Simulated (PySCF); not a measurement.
# Two-component Hartree-Fock for Ga⁺ (gallium, charge +1)

Start: [Ar] 3d9 4s2 5s1; 3d3/2 filled at m_j = -3/2, -1/2, +1/2, +3/2; 3d5/2 filled at m_j = -3/2, -1/2, +1/2, +3/2, +5/2; 5s1/2 filled at m_j = +1/2. Calculated with PySCF 2.14 in x2c-SVPall-2c with one added diffuse shell each of s, p, d type (6s7p4d, 47 functions): generalised Hartree-Fock with the X2C-1e Hamiltonian and a Gaussian nucleus; one run each with spin-orbit coupling (SO) switched off, then screened by Boettger's factors. This is a chosen level, not necessarily the ground level.

```json
{"spinor shell": "1s1/2", "electrons": "2", "ε, spin-free (eV)": "-10464.1", "ε, screened SO (eV)": "-10463.9", "weight of nominal j (screened SO)": "1.000", "rms radius, screened SO (bohr)": "0.0561"}
{"spinor shell": "2s1/2", "electrons": "2", "ε, spin-free (eV)": "-1367.6", "ε, screened SO (eV)": "-1367.6", "weight of nominal j (screened SO)": "1.000", "rms radius, screened SO (bohr)": "0.236"}
{"spinor shell": "2p1/2", "electrons": "2", "ε, spin-free (eV)": "-1189.8", "ε, screened SO (eV)": "-1209.2", "weight of nominal j (screened SO)": "0.999", "rms radius, screened SO (bohr)": "0.209"}
{"spinor shell": "2p3/2", "electrons": "4", "ε, spin-free (eV)": "-1189.8", "ε, screened SO (eV)": "-1180.4", "weight of nominal j (screened SO)": "1.000", "rms radius, screened SO (bohr)": "0.212"}
{"spinor shell": "3s1/2", "electrons": "2", "ε, spin-free (eV)": "-203.83", "ε, screened SO (eV)": "-203.81", "weight of nominal j (screened SO)": "1.000", "rms radius, screened SO (bohr)": "0.696"}
{"spinor shell": "3p1/2", "electrons": "2", "ε, spin-free (eV)": "-147.35", "ε, screened SO (eV)": "-151.34", "weight of nominal j (screened SO)": "0.957", "rms radius, screened SO (bohr)": "0.723"}
{"spinor shell": "3p3/2", "electrons": "4", "ε, spin-free (eV)": "-147.35", "ε, screened SO (eV)": "-145.38", "weight of nominal j (screened SO)": "0.978", "rms radius, screened SO (bohr)": "0.733"}
{"spinor shell": "3d3/2", "electrons": "4", "ε, spin-free (eV)": "-56.536", "ε, screened SO (eV)": "-57.358", "weight of nominal j (screened SO)": "0.838", "rms radius, screened SO (bohr)": "0.836"}
{"spinor shell": "3d5/2", "electrons": "5", "ε, spin-free (eV)": "-56.536", "ε, screened SO (eV)": "-55.896", "weight of nominal j (screened SO)": "0.871", "rms radius, screened SO (bohr)": "0.844"}
{"spinor shell": "4s1/2", "electrons": "2", "ε, spin-free (eV)": "-26.180", "ε, screened SO (eV)": "-26.179", "weight of nominal j (screened SO)": "1.000", "rms radius, screened SO (bohr)": "2.24"}
{"spinor shell": "5s1/2", "electrons": "1", "ε, spin-free (eV)": "-7.699", "ε, screened SO (eV)": "-7.699", "weight of nominal j (screened SO)": "1.000", "rms radius, screened SO (bohr)": "5.87"}
```

```tsv
quantity	spin-free	screened SO
E (hartree)	-1940.63589	-1940.69273
M_J	3	3
⟨J²⟩	12.004	12.004
⟨L²⟩	6.004	6.006
⟨S²⟩	2.000	2.002
```

Each row is a mean over spinors that exchange with the open shell spreads, by up to 8.528 eV (3p3/2).

Rows whose weight is well below 1 are mixtures of j = l ± 1/2: exchange outweighs spin-orbit coupling there, and the label is only the starting occupation.

Without spin-orbit coupling the j labels of p, d and f shells carry no meaning; the spin-free column gives the mean over the occupied spinors of each nl shell.
